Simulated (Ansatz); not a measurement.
Relaxation of F2H7NOSi (12 atoms, charge 0, multiplicity 1), to a largest force component of 0.03 eV/Å in at most 50 steps.

Method: Ansatz 0.2.0, RKS BLYP/def2-SVP.

```xyz
12
Properties=species:S:1:pos:R:3:forces:R:3
Si 0.159 -1.544 -0.076 0.16 -0.05 -0.05
O -1.245 1.110 0.579 -0.22 -0.11 -0.12
H -0.959 -1.969 0.805 -0.05 0.03 0.02
H 0.946 -2.708 -0.590 0.00 -0.02 0.01
N -0.368 -0.647 -1.443 -0.03 -0.03 0.03
H 1.820 1.362 0.842 0.17 -1.51 0.16
F 1.228 -0.724 0.923 0.10 0.26 -0.04
H -0.489 1.714 0.705 0.30 0.20 0.08
F 1.616 2.254 0.745 -0.46 1.15 -0.14
H -1.992 1.532 1.041 0.04 0.07 0.07
H 0.206 -0.575 -2.286 0.01 0.00 0.00
H -0.921 0.196 -1.246 0.00 0.00 -0.01
```

Q: Where does it end, and by what steps?

A: It converged. After 17 steps the energy has fallen by 0.303 eV; F9 moved furthest, 1.07 Å.

| step | energy less start (eV) | largest force component (eV/Å) | accepted |
| --- | --- | --- | --- |
| 0 | 0.0000 | 1.506 | yes |
| 1 | -0.1444 | 0.741 | yes |
| 2 | -0.2242 | 0.403 | yes |
| 3 | -0.2236 | 1.369 | no |
| 4 | -0.2448 | 0.306 | yes |
| 5 | -0.2610 | 0.234 | yes |
| 6 | -0.2707 | 0.188 | yes |
| 7 | -0.2668 | 1.173 | no |
| 8 | -0.2790 | 0.124 | yes |
| 9 | -0.2839 | 0.464 | yes |
| 10 | -0.2856 | 0.464 | yes |
| 11 | -0.2977 | 0.096 | yes |
| 12 | -0.2985 | 0.063 | yes |
| 13 | -0.3006 | 0.143 | yes |
| 14 | -0.3014 | 0.122 | yes |
| 15 | -0.3024 | 0.102 | yes |
| 16 | -0.3031 | 0.037 | yes |
| 17 | -0.3033 | 0.015 | yes |

```xyz
12
Properties=species:S:1:pos:R:3
Si 0.427 -1.518 -0.104
O -1.334 1.807 0.004
H -0.378 -1.732 1.133
H 1.003 -2.764 -0.684
N -0.483 -0.662 -1.267
H 1.473 0.794 1.067
F 1.787 -0.666 0.461
H -0.466 1.897 0.468
F 1.061 1.599 1.390
H -1.957 1.645 0.739
H -0.168 -0.609 -2.240
H -0.965 0.210 -0.965
```

Whether the end is a true minimum wasn't checked by a vibrational analysis.

Time of the run: 38 s on 2 threads of Intel(R) Xeon(R) Platinum 8488C (Sapphire Rapids), on a shared host, peak memory 0.17 GiB.
